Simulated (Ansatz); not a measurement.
A nudged elastic band was laid between two geometries of FH₂NSeSi (6 atoms, charge 0, multiplicity 1).

Method: Ansatz 0.2.0, RKS LDA/def2-SVP.

```yaml
movable_images: 5
climbing_image: yes
spring: 5.0 eV/Å²
optimiser: quadratic models (default)
start_path: IDPP
force_threshold: 0.05 eV/Å
iteration_limit: 60
end_points: relaxed
```

First end point:

```xyz
6
Properties=species:S:1:pos:R:3
N 1.504 0.277 -0.525
Si 0.305 -0.439 0.236
F 0.623 -1.767 1.085
Se -1.898 -0.211 0.566
H 1.387 1.127 -1.088
H -1.921 1.011 -0.275
```

Last end point:

```xyz
6
Properties=species:S:1:pos:R:3
N 0.903 0.748 -0.718
Si 0.260 -0.376 0.202
F 0.871 -1.667 0.961
Se -1.905 -0.371 0.678
H 1.894 0.807 -0.978
H -2.024 0.858 -0.146
```

Task: What changes between the two ends?

Result: No bond is made or broken. The dihedral H5–N1–Si2–Se4 changes from 0 to -180° by way of a nearly straight angle H5–N1–Si2 (up to 176°), not by a turn about the bond.

Task: Give the energies along the band, and the barrier.

Result: The run converged. The highest image is number 3 of 0 to 6, 0.106 eV above the first end and 0.145 eV above the last; the last end lies 0.039 eV below the first. A vibrational analysis at the climbing image gives one clearly imaginary mode, 362i cm⁻¹: a first-order saddle point.

```json
{"image": "0", "path coordinate (Å)": "0.00", "energy (eV)": "0.000", "angle H5–N1–Si2 (°)": "123"}
{"image": "1", "path coordinate (Å)": "0.21", "energy (eV)": "0.015", "angle H5–N1–Si2 (°)": "134"}
{"image": "2", "path coordinate (Å)": "0.41", "energy (eV)": "0.072", "angle H5–N1–Si2 (°)": "154"}
{"image": "3", "path coordinate (Å)": "0.62", "energy (eV)": "0.106", "angle H5–N1–Si2 (°)": "176"}
{"image": "4", "path coordinate (Å)": "0.83", "energy (eV)": "0.064", "angle H5–N1–Si2 (°)": "161"}
{"image": "5", "path coordinate (Å)": "1.04", "energy (eV)": "-0.009", "angle H5–N1–Si2 (°)": "140"}
{"image": "6", "path coordinate (Å)": "1.25", "energy (eV)": "-0.039", "angle H5–N1–Si2 (°)": "125"}
```

Task: What is the geometry of the highest image?

Result: 
```xyz
6
Properties=species:S:1:pos:R:3:forces:R:3
N 1.199 0.493 -0.606 -0.01 0.01 0.00
Si 0.276 -0.418 0.230 0.00 0.00 -0.01
F 0.722 -1.738 1.042 0.00 0.00 0.00
Se -1.906 -0.346 0.662 0.00 0.00 0.00
H 1.746 1.128 -1.168 0.00 0.00 0.00
H -2.037 0.882 -0.160 0.00 0.00 0.00
```

Task: What are the harmonic wavenumbers there?

Result: 362i, 176, 195, 279, 280, 428, 446, 643, 872, 1325, 2376, 3758 cm⁻¹.

Time of the run: 30 s on 1 thread of Intel(R) Xeon(R) 6975P-C (Granite Rapids) (shared host), peak memory 0.13 GiB.
